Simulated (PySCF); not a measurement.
Dipole moment (D) of eight halogen compounds: PBE beside ωB97X, computed with PySCF for isolated molecules in the bases named; differences from unrounded values. The eight are the first of their class met in an unordered collection, after screening for sound electronic states; none was chosen by its value, except that the dipole had to exceed 0.05 D. Each molecule has one DFT geometry for both levels.

```csv
molecule,basis,ωB97X,PBE,difference
"C5H4F2O, SMILES C=C=CO/C(F)=C\F",def2-TZVP,1.57,[?],[?]
"5,5-difluorooxolan-3-one (C4H4F2O2), SMILES O=C1COC(F)(F)C1",def2-TZVP,0.91,0.87,-0.04
"C3H3ClF2, SMILES F[C@@H]1C[C@@]1(F)Cl",def2-TZVP,2.22,2.02,-0.20
"CH3BrSe, SMILES C[Se]Br",def2-TZVPD,2.23,[?],[?]
"C5H7F, SMILES FC1=CCCC1",def2-TZVP,1.66,[?],[?]
"C₄H₄Cl₂, SMILES C=CC=C(Cl)Cl",def2-TZVP,1.62,1.26,-0.36
"C5H5Cl, SMILES C1(Cl)C=CCC=1",def2-TZVP,2.10,1.97,-0.13
"1,1,2-trichloroprop-1-ene (C3H3Cl3), SMILES C(Cl)(=C(Cl)Cl)C",def2-TZVP,1.69,1.54,-0.16
```

Q: What belongs in the gaps? (Estimate from the structure and the level; the computed values follow.)

A: 
- C5H7F, SMILES FC1=CCCC1, PBE: 1.49
- C5H7F, SMILES FC1=CCCC1, difference: -0.17
- CH3BrSe, SMILES C[Se]Br, PBE: 2.10
- CH3BrSe, SMILES C[Se]Br, difference: -0.13
- C5H4F2O, SMILES C=C=CO/C(F)=C\F, PBE: 1.39
- C5H4F2O, SMILES C=C=CO/C(F)=C\F, difference: -0.18

PBE lies below ωB97X in 8 and above it in 0 of the eight; the mean signed difference is -0.17 and the largest -0.36 D.
